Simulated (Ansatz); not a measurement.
Ansatz (a first-principles code) input:

Ansatz 0.2 input:
```yaml
crystal:
  periodic: [false, false, false]
  atoms:
    - {symbol: Cu, position_ang: [-0.00049094, -0.00171046, -0.00106269]}
    - {symbol: O, position_ang: [1.36943429, 0.17075012, -1.08278617]}
    - {symbol: H, position_ang: [1.94534868, 0.92954787, -0.93379313]}
    - {symbol: O, position_ang: [-1.41201383, -0.31909867, 0.99061837]}
    - {symbol: H, position_ang: [-1.59047506, 0.30684382, 1.70195367]}
basis:
  gaussian:
    orbitals: def2-TZVP
hamiltonian:
  xc: b3lyp
  dispersion: d3bj
magnetization: {spin_polarized: true, initial_magnetization: 1}
phonons: {temperatures: {t_min: 298.15, t_max: 298.15, t_step: 100}}
```

Problem. What final total energy does it print?

Solution. -1792.29417 Eh (B3LYP-D3(BJ)/def2-TZVP). The basis has 119 functions.

The spin state was set by rule; other spins were not relaxed.
